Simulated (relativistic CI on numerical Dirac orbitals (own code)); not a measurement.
Transition arrays of Se8+

Method of calculation: Dirac-Coulomb-Breit CI, separate exchange-only KLI orbitals for each configuration, model QED (radiative potential, 1s self-energy scaled to tabulated hydrogen-like ionisation energies), valence Slater integrals scaled by 0.9, whole transition arrays (own radial code, finite nucleus).

Configuration list (outside the closed core [Ne] 3s2): 3p6 3d8, 3p6 3d7 4f, 3p5 3d9, 3p6 3d7 4p, 3p6 3d7 5f. Levels of other configurations are missing.

All E1 lines from the levels of 3p6 3d8; mean and standard deviation are weighted by gf, and upper levels are sorted by their leading configuration.

```csv
Upper configuration,Lines,Σgf,Mean (eV),Mean (nm),σ (eV),Strongest line (nm)
3p6 3d7 4f,721,92.5,152.89,8.109,3.07,8.243
3p5 3d9,55,12.9,114.85,10.795,5.61,10.299
3p6 3d7 4p,471,31.8,101.82,12.177,4.08,12.580
3p6 3d7 5f,721,69.8,177.85,6.971,3.25,6.936
```

Σgf per state of the lower configuration in bins of 0.2 nm over the central range (centre: value): 6.7: 0.13, 6.9: 0.84, 7.1: 0.52, 7.3: 0.06, 7.5: 0.01, 7.7: 0.05, 7.9: 0.20, 8.1: 1.20, 8.3: 0.53, 8.5: 0.06, 10.3: 0.10, 10.5: 0.02, 10.9: 0.09, 11.1: 0.04, 11.3: 0.03, 11.5: 0.05, 11.7: 0.07, 11.9: 0.02, 12.1: 0.12, 12.3: 0.19, 12.5: 0.13.

(1) How do configuration mixing and the scaling of the Slater integrals move the arrays?

Answers

(1) Slater scale 0.9, no configuration mixing: 3p6 3d7 4f 152.9 ± 3.1 eV (Σgf 97.8), 3p5 3d9 114.0 ± 5.7 eV (Σgf 30.5), 3p6 3d7 4p 100.5 ± 2.8 eV (Σgf 22.6), 3p6 3d7 5f 177.8 ± 3.3 eV (Σgf 51.6); Slater scale 1: 3p6 3d7 4f 153.2 ± 3.4 eV (Σgf 93.0), 3p5 3d9 115.1 ± 6.4 eV (Σgf 11.0), 3p6 3d7 4p 102.2 ± 4.7 eV (Σgf 32.9), 3p6 3d7 5f 178.0 ± 3.6 eV (Σgf 70.7); Slater scale 0.8: 3p6 3d7 4f 152.6 ± 2.7 eV (Σgf 91.9), 3p5 3d9 113.9 ± 5.0 eV (Σgf 16.7), 3p6 3d7 4p 101.0 ± 3.1 eV (Σgf 28.8), 3p6 3d7 5f 177.7 ± 2.9 eV (Σgf 69.0). With mixing, levels are counted to their leading configuration, so an array can shrink or vanish into another, and the sums then hold other lines.
